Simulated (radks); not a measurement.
Results of a calculation; reference values are marked as such.
Radial electron density D(r) = 4 pi r^2 rho(r) of an atom or ion with 53 electrons. Level of theory: Dirac Kohn-Sham, Slater X-alpha with alpha = 0.825, spin-unpolarised, spherical densities, point nucleus (a radial shooting solver on a logarithmic mesh with Libxc functionals).

r (bohr)  D(r) (e/bohr)
0.003732          18.80
0.004276          22.72
0.004938          27.50
0.005658          32.60
0.006534          38.55
0.007486          44.57
0.008645          51.13
0.009905          57.22
0.01144           63.14
0.01321           68.05
0.01514           71.32
0.01748           72.99
0.02003           72.76
0.02313           70.83
0.0265            68.06
0.0306            65.21
0.03506           63.88
0.04049           65.12
0.04676           69.74
0.05357           76.71
0.06187           85.08
0.07088           91.35
0.08186           93.57
0.09379           90.26
0.1083            82.20
0.1241            73.67
0.1433            68.18
0.1655            69.06
0.1896            74.39
0.219             79.42
0.2509            77.91
0.2898            67.14
0.332             51.39
0.3834            35.98
0.4392            28.19
0.5073            27.79
0.5858            30.82
0.6712            31.57
0.7751            27.76
0.8881            21.25
1.026             14.43
1.175             10.00
1.357             7.567
1.555             6.398
1.795             5.303
2.074             3.946
2.376             2.584
2.744             1.383
3.143            0.6376
3.63             0.2268
4.159           0.06836
4.803           0.01478
5.503          0.002636
6.355         0.0003051

What is the nuclear charge?

Answer. Z = 55. The innermost maximum, from 1s, lies near gamma/Z bohr with gamma = sqrt(1 - (Z/c)^2) = 0.916, here 0.0167 bohr (found: 0.0183), and its height grows with Z. The density is that of the caesium ion Cs2+ in [Kr] 4d10 5s2 5p5; the configuration itself is not fixed sharply by these data, and Z only to a few units. D(r) has 4 maxima, at r = 0.0183, 0.0806, 0.230, 0.645 bohr, and minima at 0.0356, 0.150, 0.472 bohr, inside which lie 2.02, 11.16, 28.93 electrons.
